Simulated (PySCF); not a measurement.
# Atomic charges against the basis set

Compound: C3H2BF3.
Bonds: B1–C2, C2–C3 (triple), C3–C4, C4–F5, C4–F6, C4–F7. Hydrogens: H8, H9 on B1.

PBE0 throughout (PySCF), one geometry, spherical d and f functions. Isolated species at its PBE0-D3(BJ)/def2-SVP geometry, gas phase. Atoms taken as equivalent share a column and are averaged.

Mulliken charges (e):

```tsv
basis	functions	B1	C2	C3	C4	F5/F6/F7	H8/H9
STO-3G	37	+0.157	-0.111	-0.060	+0.346	-0.095	-0.024
6-31G	67	+0.143	-0.291	+0.081	+0.837	-0.260	+0.005
pcSseg-0	67	+0.230	-0.330	-0.144	+1.073	-0.310	+0.050
6-31G*	102	-0.033	-0.222	+0.071	+1.002	-0.290	+0.026
cc-pVDZ	108	+0.072	-0.113	-0.001	+0.500	-0.150	-0.004
def2-SVP	108	+0.044	-0.308	+0.117	+0.635	-0.163	+0.001
aug-cc-pVDZ	179	-1.049	+0.242	-0.394	+1.692	-0.443	+0.418
6-311+G(2d,p)	201	-0.117	+0.106	+0.015	+0.741	-0.267	+0.028
def2-TZVP	229	-0.027	+0.179	-0.271	+0.438	-0.138	+0.049
cc-pVTZ	238	-0.004	-0.220	+0.012	+0.570	-0.144	+0.036
IGLO-III	265	+0.270	-0.145	-0.018	+0.427	-0.160	-0.026
```

IAO charges (e):

| basis | functions | B1 | C2 | C3 | C4 | F5/F6/F7 | H8/H9 |
| --- | --- | --- | --- | --- | --- | --- | --- |
| STO-3G | 37 | +0.069 | -0.122 | -0.059 | +0.451 | -0.125 | +0.018 |
| 6-31G | 67 | +0.037 | -0.078 | -0.049 | +0.740 | -0.244 | +0.041 |
| pcSseg-0 | 67 | +0.028 | -0.073 | -0.050 | +0.744 | -0.243 | +0.040 |
| 6-31G* | 102 | +0.049 | -0.096 | -0.049 | +0.818 | -0.261 | +0.031 |
| cc-pVDZ | 108 | +0.033 | -0.090 | -0.052 | +0.812 | -0.259 | +0.037 |
| def2-SVP | 108 | +0.041 | -0.086 | -0.049 | +0.810 | -0.261 | +0.033 |
| aug-cc-pVDZ | 179 | +0.038 | -0.087 | -0.050 | +0.822 | -0.267 | +0.038 |
| 6-311+G(2d,p) | 201 | +0.039 | -0.087 | -0.049 | +0.821 | -0.267 | +0.038 |
| def2-TZVP | 229 | +0.039 | -0.089 | -0.051 | +0.833 | -0.269 | +0.037 |
| cc-pVTZ | 238 | +0.038 | -0.090 | -0.050 | +0.831 | -0.268 | +0.037 |
| IGLO-III | 265 | +0.038 | -0.088 | -0.050 | +0.827 | -0.268 | +0.038 |

Hirshfeld charges (e):

| basis | functions | B1 | C2 | C3 | C4 | F5/F6/F7 | H8/H9 |
| --- | --- | --- | --- | --- | --- | --- | --- |
| STO-3G | 37 | +0.189 | -0.096 | -0.076 | +0.290 | -0.066 | -0.055 |
| 6-31G | 67 | +0.178 | -0.067 | -0.055 | +0.276 | -0.088 | -0.034 |
| pcSseg-0 | 67 | +0.180 | -0.069 | -0.054 | +0.271 | -0.083 | -0.038 |
| 6-31G* | 102 | +0.173 | -0.078 | -0.046 | +0.266 | -0.080 | -0.038 |
| cc-pVDZ | 108 | +0.173 | -0.079 | -0.051 | +0.259 | -0.075 | -0.038 |
| def2-SVP | 108 | +0.175 | -0.076 | -0.048 | +0.266 | -0.080 | -0.038 |
| aug-cc-pVDZ | 179 | +0.177 | -0.080 | -0.047 | +0.266 | -0.083 | -0.034 |
| 6-311+G(2d,p) | 201 | +0.182 | -0.081 | -0.047 | +0.268 | -0.084 | -0.035 |
| def2-TZVP | 229 | +0.176 | -0.079 | -0.045 | +0.264 | -0.082 | -0.035 |
| cc-pVTZ | 238 | +0.174 | -0.079 | -0.046 | +0.263 | -0.080 | -0.036 |
| IGLO-III | 265 | +0.176 | -0.080 | -0.046 | +0.267 | -0.083 | -0.034 |

Task: Which scheme is steadiest as the basis changes?

Result: Largest range over the bases for any column: Hirshfeld 0.03 e, IAO 0.38 e, Mulliken 1.35 e. Hirshfeld charges move least and Mulliken charges most, counted in e. Without the minimal STO-3G basis the ranges are Hirshfeld 0.02, IAO 0.09, Mulliken 1.32 e.

Task: How much do the charges still move between the two largest bases, cc-pVTZ and IGLO-III?

Result: At most, over all atoms: Mulliken 0.273 e, IAO 0.004 e, Hirshfeld 0.004 e.

Task: What do the same runs give for the total energy, the frontier levels and the dipole moment?

Result: 
```
        basis  energy (Eh)  HOMO (eV)  LUMO (eV)  μ (D)
       STO-3G    -433.3260      -6.37      -0.06   0.02
        6-31G    -439.2419      -8.78      -2.96   1.93
     pcSseg-0    -438.3588      -9.06      -3.24   1.82
       6-31G*    -439.3517      -8.47      -2.74   1.18
      cc-pVDZ    -439.3828      -8.61      -2.94   1.31
     def2-SVP    -439.0273      -8.73      -3.02   1.42
  aug-cc-pVDZ    -439.4138      -8.75      -3.08   1.50
6-311+G(2d,p)    -439.4969      -8.79      -3.10   1.55
    def2-TZVP    -439.5436      -8.75      -3.06   1.45
      cc-pVTZ    -439.5217      -8.72      -3.03   1.39
     IGLO-III    -439.5480      -8.77      -3.08   1.50
```

The dipole is fixed by the density alone, so its range of 1.91 D shows that the density itself changes with the basis, not only its division among atoms.
